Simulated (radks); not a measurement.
Question: Ionisation ladder of hafnium, from Hf22+ to Hf43+. Each ion is in the ground configuration listed by NIST, and IE = E(next ion) - E(this ion). Method: Dirac Kohn-Sham, exchange-only PBE, spin-unpolarised, spherical densities, finite nucleus; open shells fill j = l - 1/2 first; Fermi nuclear charge, rms radius 5.347 fm; computed with a radial shooting solver on a logarithmic mesh with Libxc functionals.

species      configuration  IE, Delta-SCF (eV)  -e(HOMO) (eV)   HOMO  <r> HOMO (bohr)
Hf22+        [Kr] 4d10 4f4              625.70         603.25  4f5/2            0.487
Hf23+        [Kr] 4d10 4f3              671.39         648.36  4f5/2            0.478
Hf24+        [Kr] 4d10 4f2              718.24         694.63  4f5/2            0.470
Hf25+        [Kr] 4d10 4f1                   ?         742.04  4f5/2            0.462
Hf26+            [Kr] 4d10              1000.4         976.80  4d5/2            0.474
Hf27+             [Kr] 4d9              1047.9         1024.1  4d5/2            0.469
Hf28+             [Kr] 4d8              1096.1         1071.9  4d5/2            0.465
Hf29+             [Kr] 4d7              1144.9         1120.4  4d5/2            0.461
Hf30+             [Kr] 4d6              1194.3         1169.5  4d5/2            0.457
Hf31+             [Kr] 4d5              1244.3         1219.2  4d5/2            0.453
Hf32+             [Kr] 4d4                   ?         1285.6  4d3/2            0.443
Hf33+             [Kr] 4d3              1363.1         1337.1  4d3/2            0.439
Hf34+             [Kr] 4d2              1415.4         1389.2  4d3/2            0.436
Hf35+             [Kr] 4d1              1468.4         1441.8  4d3/2            0.432
Hf36+                 [Kr]              1670.2         1644.1  4p3/2            0.439
Hf37+    [Ar] 3d10 4s2 4p5              1722.6         1696.4  4p3/2            0.436
Hf38+    [Ar] 3d10 4s2 4p4              1775.4         1749.0  4p3/2            0.434
Hf39+    [Ar] 3d10 4s2 4p3              1828.4         1801.8  4p3/2            0.431
Hf40+    [Ar] 3d10 4s2 4p2              1968.9         1941.0  4p1/2            0.409
Hf41+    [Ar] 3d10 4s2 4p1              2025.0         1996.9  4p1/2            0.407
Hf42+        [Ar] 3d10 4s2                   ?         2143.8  4s1/2            0.408
Hf43+        [Ar] 3d10 4s1                   ?         2199.7  4s1/2            0.406

Estimate the withheld Delta-SCF values.

Answer: Hf25+: 766.21 eV (NIST 772); Hf32+: 1311.3 eV (NIST 1311); Hf42+: 2171.7 eV (NIST 2159); Hf43+: 2228.0 eV (NIST 2219).

Beside tabulated values, note that spin-unpolarised runs miss the spin-polarisation part of the exchange energy of open shells.
